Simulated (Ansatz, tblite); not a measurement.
Cost and result up the ladder for the cluster Al4H (the lowest doublet isomer of a short search) (5 atoms). Total charge 0; doublet. Geometry: PBE0-D4/def2-SVP.

Cartesian coordinates in Å:
```
Al -0.4000 -1.7651 0.7615
Al 0.4154 1.8035 -0.6558
Al 1.6895 -0.2949 0.2292
Al -1.5927 0.5300 0.4186
H -0.1123 -0.2735 -0.7535
```

Ansatz on 4 threads of Arm Neoverse V1 on a shared host; xTB runs through tblite on one thread. Times are rough, summed over both states, and most runs start from the orbitals of an earlier one. PBE0-D4/def2-TZVP serves as the yardstick here, not as an exact answer. The other state is a triplet.

The xTB rows come from tblite. In the doublet geometry the species has come apart into loosely held pieces. In the triplet geometry the species has come apart into loosely held pieces. The structure comes from a short search, and lower isomers may exist.

Raw xTB energies of ions are shifted by several eV, and xTB has no spin-polarisation term.

```
                         level  functions  vertical IE (eV)  difference from PBE0-D4/def2-TZVP (eV)
PBE-D4/def2-TZVP (with forces)        154              6.51                                   -0.03
                      GFN1-xTB         38              8.74                                    2.21
                      GFN2-xTB         37              9.50                                    2.96
             PBE0-D4/def2-TZVP        154              6.54                                    0.00
           r2SCAN-D4/def2-TZVP        154              6.59                                    0.05
```

Task: Estimate how long each takes.

Result: GFN1-xTB 0.008 s; GFN2-xTB 0.015 s; PBE-D4/def2-TZVP (with forces) 6.3 s; PBE0-D4/def2-TZVP 9.7 s; r2SCAN-D4/def2-TZVP 24 s. On shared hardware such times vary by a factor of up to 3.
